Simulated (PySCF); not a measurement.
Theoretical values (PySCF 2.14): GFN2-xTB structure, GIAO PBE0/pcSseg-1 shieldings. Gas phase, non-relativistic Hamiltonian, one averaged value for each set of equivalent atoms, single conformer.

References, each an isolated molecule treated in the same way: 1H (31.72 ppm), 13C (186.93 ppm) vs TMS. Shifts are as computed. Against solution values, carbons near 30 ppm lie about +3 ppm off and those near 130 ppm about +5 ppm. Of 1211 compounds with measured shifts, 218 miss one by over three times the rms of a fit or turn the order of signals round; such compounds aren't used in these exercises.

Question: Order these molecules by the shift of their most deshielded carbon, lowest δ first.
A. Fc1ccccc1P1CC1
B. CC(C)[C@@H]1[C@H]2C=CC[C@H]21
C. Cc1cccc(/P=C\F)c1
D. C=CC1=C(C)C=C[P@]1(=O)C=C

Answer: B (143.4 ppm, alkene CH), D (150.7 ppm, alkene CH), A (174.6 ppm, aromatic carbon bearing fluorine), C (209.3 ppm, carbon double-bonded to a heavier main-group atom).

Question: Order these molecules by the shift of their most shielded carbon, lowest δ first.
A. Cc1cccc(/P=C\F)c1
B. Fc1ccccc1P1CC1
C. C=CC1=C(C)C=C[P@]1(=O)C=C
D. Cn1ccnn1

Answer: B (11.9 ppm, three-membered-ring carbon), C (17.6 ppm, allylic methyl carbon), A (24.1 ppm, methyl carbon on an aromatic ring), D (36.2 ppm, methyl carbon bonded to N).

Question: How many 13C and 1H signals does each give (equivalence by symmetry and fast rotation, but not about amide C–N or C=N bonds)? `CC(C)[C@@H]1[C@H]2C=CC[C@H]21`, `C=CC1=C(C)C=C[P@]1(=O)C=C`, `Cc1cccc(/P=C\F)c1`, `Cn1ccnn1`, `Fc1ccccc1P1CC1`

Answer: CC(C)[C@@H]1[C@H]2C=CC[C@H]21: 9 C, 10 H; C=CC1=C(C)C=C[P@]1(=O)C=C: 9 C, 9 H; Cc1cccc(/P=C\F)c1: 8 C, 6 H; Cn1ccnn1: 3 C, 3 H; Fc1ccccc1P1CC1: 7 C, 5 H.
